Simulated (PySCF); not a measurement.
Dipole moment and polarisability of `CB(C)/C=C1C=C\1C#N`

Species: C7H8BN.
Geometry (GFN2-xTB, Å), atoms numbered from 1 in this order:
```
atom  x, y, z in Å
C1    -1.685   -1.059   -0.274
B2    -1.149    0.396    0.039
C3    -2.177    1.582    0.216
C4     0.356    0.695    0.175
C5     1.322   -0.200    0.023
C6     1.846   -1.496   -0.246
C7     2.756   -0.543    0.004
C8     4.059   -0.139    0.144
N9     5.139    0.239    0.270
H10   -2.657   -1.248    0.179
H11   -1.827   -1.163   -1.350
H12   -1.013   -1.856    0.034
H13   -2.581    1.555    1.228
H14   -3.032    1.501   -0.452
H15   -1.735    2.567    0.081
H16    0.681    1.705    0.404
H17    1.688   -2.521   -0.484
```

Level: PBE0/def2-SVPD (PySCF), static field, nuclei fixed, core orbitals frozen in the response. The polarisability tensor in these axes (au):

```
x   168.45  -6.76   2.93
y    -6.76  94.47   6.48
z     2.93   6.48  65.69
```

Q: What are the eigenvalues, a third of the trace, and Δα (Δα² = ½Σ(αi − αj)² over the three pairs)?

A: Principal values 64.12, 95.38 and 169.12 au; mean 109.54 au = 16.23 Å³ = 18.06 × 10⁻⁴⁰ C²·m²/J; Δα = 93.38 au (85 % of the mean).

Q: What is the dipole moment, and where does it point?

A: (-1.59, -2.40, -0.60) D, 2.94 D in size, pointing from the negative to the positive side. Measured along this direction, the outermost atoms are N9 at the negative end and H10 at the positive end.

Q: Directions of the eigenvectors, and the extent of the frame along each?

A: Largest value along (1.00, -0.09, 0.02), where the nuclei span 8.26 Å; middle along (0.08, 0.97, 0.22), 4.79 Å; least along (-0.04, -0.22, 0.98), 1.95 Å. The response follows the extents in order.

Q: In a dilute gas of rigid molecules at 500 K, how does the orientational term μ²/3kT compare with the electronic polarisability?

A: In Gaussian units μ²/3kT = 41.62 Å³ against 16.23 Å³, a ratio of 2.56; the Debye molar polarisation (4π/3)N_A(α + μ²/3kT) is 145.9 cm³/mol, leaving out the vibrational part.

Q: What would n − 1 = 2πNα be for an ideal gas of these molecules at 500 K and 1 atm, electronic part alone?

A: N = p/kT = 1.4678 × 10¹⁹ cm⁻³, so n − 1 = 2π × N × 16.23 × 10⁻²⁴ cm³ = 1497 × 10⁻⁶ at long wavelengths, for an ideal gas.

Q: What depolarisation ratio follows for Rayleigh scattering of linearly polarised light, taking the static tensor?

A: ρ = 3Δα²/(45ᾱ² + 4Δα²) = 26159.7/(539929 + 34879.6) = 0.0455.

Isolated species at its GFN2-xTB geometry, gas phase.

These values come from a run that also computed excited states. On one thread of an Arm Neoverse V2, no GPU (shared host), this took 62 s (with the writing of density and orbital grids) and 1.0 GiB of memory at its peak.
